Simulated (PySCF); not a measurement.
Methyl 2-methoxypropionate, `COC(=O)[C@H](C)OC`. Theory: PBE0-D3(BJ)/def2-SVP geometry optimisation, gas phase (PySCF 2.14.0).

```
atom  x, y, z in Å
C1     2.7825    0.4696    0.7365
O2     1.4182    0.1257    0.9056
C3     0.6716    0.1287   -0.2056
O4     1.0963    0.4126   -1.2923
C5    -0.7659   -0.2730    0.1125
C6    -0.8238   -1.7015    0.6266
O7    -1.5854   -0.1792   -1.0047
C8    -1.8854    1.1249   -1.4139
H9     3.2414    0.4123    1.7303
H10    3.2800   -0.2279    0.0466
H11    2.8820    1.4868    0.3295
H12   -1.1085    0.4151    0.9157
H13   -0.4934   -2.3924   -0.1627
H14   -0.1812   -1.8253    1.5078
H15   -1.8599   -1.9519    0.8925
H16   -2.3798    1.6990   -0.6049
H17   -2.5811    1.0494   -2.2607
H18   -0.9883    1.6745   -1.7453
```

Question: Where is the centre of mass (commonest isotopes), and what is the radius of gyration?

Answer: Mass 118.063 u; centre at (0.122, 0.026, -0.198) Å; Rg = √(Σ m r²/M) = 2.009 Å. As Ia + Ib + Ic = 2 Σ m r², the three principal moments sum to 953.3 u·Å².

Question: Give the dihedral angles H9–C1–O2–C3, C6–C5–O7–C8, H12–C5–C6–H13, H10–C1–O2–C3.

Answer: H9–C1–O2–C3 180° (antiperiplanar); C6–C5–O7–C8 166° (antiperiplanar); H12–C5–C6–H13 180° (antiperiplanar); H10–C1–O2–C3 -60° (synclinal). Dihedral signs follow IUPAC: positive where, seen along the central bond, the front bond turns clockwise onto the rear one.

Question: What are the angles H9–C1–H10, O2–C1–H9, O4–C3–C5, C5–C6–H13, H13–C6–H15, H17–C8–H18, O7–C8–H17?

Answer: From the scalar product of the two bond vectors; for H9–C1–H10 it is -0.4174 Å² over 1.0961 × 1.1000 Å², cos θ = -0.3461. H9–C1–H10 110.3°; O2–C1–H9 106.4°; O4–C3–C5 125.7°; C5–C6–H13 109.7°; H13–C6–H15 108.3°; H17–C8–H18 108.5°; O7–C8–H17 107.3°.

Question: What is the repulsion energy of the bare nuclei, Σ ZA·ZB/RAB?

Answer: 408.79 Eh over 153 pairs, with full nuclear charges and distances in bohr; the largest single term is 21.15 Eh (C3 with O4).

Question: How far are the heavy atoms from their best plane (unweighted least squares)?

Answer: 0.400 Å rms; C1 0.17, O2 0.45, C3 0.09, O4 0.77, C5 0.27, C6 0.32, O7 0.19, C8 0.49 Å (magnitudes).

Question: How far apart are these pairs, which share no bond: C1···C8, O4···H12, C5···C8, O7···H12, O7···H18?

Answer: C1···C8 5.181 Å (5 bonds apart); O4···H12 3.120 Å (3 bonds apart); C5···C8 2.353 Å (2 bonds apart); O7···H12 2.066 Å (2 bonds apart); O7···H18 2.084 Å (2 bonds apart).

Question: Write the matrix of distances between heavy atoms (Å, lower triangle).

Answer: 
```
C1    0.000
O2    1.417  0.000
C3    2.337  1.339  0.000
O4    2.639  2.240  1.201  0.000
C5    3.679  2.358  1.526  2.431  0.000
C6    4.211  2.906  2.506  3.441  1.519  0.000
O7    4.747  3.573  2.414  2.761  1.389  2.358  0.000
C8    5.181  4.158  2.998  3.068  2.353  3.644  1.399  0.000
```

Whether it is a minimum is left open (no frequencies). One conformer, not necessarily the lowest.
